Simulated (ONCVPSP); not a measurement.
carbon: excitation energies, all-electron against ONCV

ONCVPSP 4.0.1 input, shortened (lines: element, Z, core and valence counts, functional; n l f; lmax; l rc ep ncon nbas qcut; lloc lpopt rc5 dvloc0; l nproj debl; icmod fcfact rcfact), PBE, scalar-relativistic:

```
  C 6.00    1    2        4      upf
    1    0    2.00
    2    0    2.00
    2    1    1.00
    2
    0    0.85    0.00    5    8    7.50
    1    1.70    0.00    4    8    6.50
    2    1.75    0.14    4    8    4.80
    4    5    0.75    6.00
    0    2    1.40
    1    2    3.50
    2    2    2.10
    1    0.25    0.00
```

Energies are relative to the spin-unpolarised reference configuration 2s2 2p1; without spin polarisation the order of configurations can differ from experiment.

```
valence configuration  charge  ΔE all-electron (eV)  error AE − PS (meV)
              2s2 2p0      +2                24.156                  +94
              2s1 2p0      +3                72.350                 +266
              2s1 2p2      +1                 8.754                  +10
```

(1) What are ΔE and the potential's error for 2s2 2p2?

Levels in the configuration 2s1 2p0:

| level | all-electron (eV) | pseudo (eV) |
| --- | --- | --- |
| 2s | -56.106 | -55.863 |

Note: ghosts flagged at negative energy: s at -226.2 eV; no localised positive-energy state flagged. A true bound ghost makes a file unfit for plane-wave use.

## Answers

(1) ΔE = -10.861 eV all-electron; the error (AE − PS) is +21 meV.
